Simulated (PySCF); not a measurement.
Compound: hexamethylbenzene, C12H18.
Atom-mapped SMILES: `[CH3:1][c:2]1[c:3]([CH3:4])[c:5]([CH3:6])[c:7]([CH3:8])[c:9]([CH3:10])[c:11]1[CH3:12]`

Probes without a nucleus sit at each ring's centroid and 1 Å off its mean plane on both sides; NICS is minus the shielding there, NICSzz its component along the normal. Level: GIAO B97-2/pcSseg-1 (PySCF, non-relativistic, gas phase) on the PBE0-D3(BJ)/def2-SVP geometry, one conformer.

Ring bond lengths (Å): C2–C3 1.407, C3–C5 1.406, C5–C7 1.407, C7–C9 1.407, C9–C11 1.408, C11–C2 1.407.

What do the NICS probes read (ppm)?

```
              ring                                              type  NICS(0)  NICS(1), two faces  NICS(1)zz, two faces  rms pucker (Å)  centre to ring atoms, mean (Å)
C2–C3–C5–C7–C9–C11  6-membered carbocycle; formal bonds all aromatic     -7.7       -10.5 / -10.6         -23.6 / -23.7            0.01                            1.41
```

What do they say, and how far can they be read as aromaticity?

- C2–C3–C5–C7–C9–C11: mean NICS(1)zz -23.6 ppm, shielded. For a flat ring without four-coordinate atoms the NICS criterion counts such a value as aromatic.

How equal are the bonds by HOMA? Use HOMA with the parameters of Krygowski (1993).

- C2–C3–C5–C7–C9–C11: HOMA 0.91 = 1 − EN − GEO, with mean bond length 1.407 Å, EN = α(Ropt − mean)² = 0.091 and GEO = α × variance = 0.000. The geometric and the magnetic index point the same way.

Give the inner angles of the rings.

- C2–C3–C5–C7–C9–C11: C2 120.0°, C3 120.1°, C5 119.8°, C7 120.0°, C9 120.0°, C11 119.9°; sum 719.9° against 720° for a flat convex ring.

How do the values depend on the level or the medium?

```tsv
level	NICS(0), C2–C3–C5–C7–C9–C11	mean NICS(1)zz, C2–C3–C5–C7–C9–C11
B97-2/pcSseg-1, gas	-7.7	-23.6
PBE0/pcSseg-1, gas	-7.7	-23.8
```

The geometry is the same throughout.
